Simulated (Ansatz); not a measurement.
CH$_{6}$OSeSi (`OC[SiH2][SeH]`) at its PBE0-D4/def2-TZVP geometry, where that method's forces vanish. The species carries charge 0 and has multiplicity 1.

```csv
atom,x (Å),y (Å),z (Å)
O1,1.6128,0.1011,-0.9093
C2,0.8193,0.5537,0.1695
Si3,-0.9912,0.1708,-0.1942
Se4,-1.4427,-2.0594,-0.3144
H5,2.5385,0.2354,-0.6934
H6,0.9088,1.6413,0.3197
H7,1.0969,0.0748,1.1197
H8,-1.8076,0.7968,0.8797
H9,-1.3732,0.7139,-1.5202
H10,-1.3616,-2.2285,1.1427
```

For each bond, give half the difference of the two atoms' forces along it (eV/Å; positive pushes the atoms apart) under PBE-D4, r2SCAN-D4, B3LYP-D4, ωB97M-V in def2-TZVPP. (Estimate.)

The calculation gave: 
```tsv
bond	length (Å)	PBE-D4	r2SCAN-D4	B3LYP-D4	ωB97M-V
O1–C2	1.414	0.30	0.33	0.37	0.34
O1–H5	0.960	0.39	0.00	-0.06	-0.11
C2–Si3	1.886	-0.02	-0.04	0.00	-0.04
C2–H6	1.102	0.08	-0.05	-0.12	-0.13
C2–H7	1.100	0.09	-0.05	-0.12	-0.12
Si3–Se4	2.279	0.12	0.03	0.19	0.02
Si3–H8	1.487	0.05	-0.03	-0.12	-0.12
Si3–H9	1.483	0.10	-0.02	-0.12	-0.13
Se4–H10	1.469	0.27	-0.01	0.04	-0.10
```

B3LYP here is the variant with VWN-RPA as its local correlation; programs differ in this.

Computed with Ansatz.
